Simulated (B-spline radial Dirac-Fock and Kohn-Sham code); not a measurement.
Auger decay of the L1 hole in I⁷⁺

System: the I⁷⁺ ion, [Kr] 4d10.

Calculated with a radial B-spline solver, using independent-particle rates on relativistic LDA orbitals of the hole state (multipoles up to L = 3, Coulomb Auger matrix elements, transition energies from Dirac-Fock). Kinetic energies are configuration averages from the vacuum level; the two-hole energies are estimated from single-hole states.

| transition | kinetic energy (eV) | width (meV) | share (%) |
| --- | --- | --- | --- |
| L1-L2N1 | 11.18 | 192 | 6.1 |
| L1-L2N2 | 63.24 | 130 | 4.1 |
| L1-L2N3 | 74.49 | 170 | 5.4 |
| L1-L2N5 | 163.2 | 79.9 | 2.6 |
| L1-L3N1 | 306.1 | 251 | 8.0 |
| L1-L3N2 | 357.5 | 111 | 3.6 |
| L1-L3N3 | 369.8 | 207 | 6.6 |
| L1-L3N4 | 456.2 | 215 | 6.9 |
| L1-L3N5 | 458.4 | 279 | 8.9 |
| L1-M1M2 | 3035.1 | 89.2 | 2.8 |
| L1-M1M3 | 3092.6 | 165 | 5.3 |
| L1-M1M4 | 3331.7 | 134 | 4.3 |
| L1-M1M5 | 3343.5 | 189 | 6.0 |
| L1-M2M5 | 3482.4 | 50.6 | 1.6 |
| L1-M4M5 | 3782.5 | 274 | 8.8 |
| L1-M5M5 | 3795.1 | 76.3 | 2.4 |

Coster-Kronig rates are the weakest part of this model and often come out 1.5 to 2.5 times too large. The listed channels hold 83 % of the non-radiative rate. Summed by principal shells, of 3.13 eV in all: LLN 53.7 %, LMM 35.2 %, LMN 10.3 %, LNN 0.8 %.
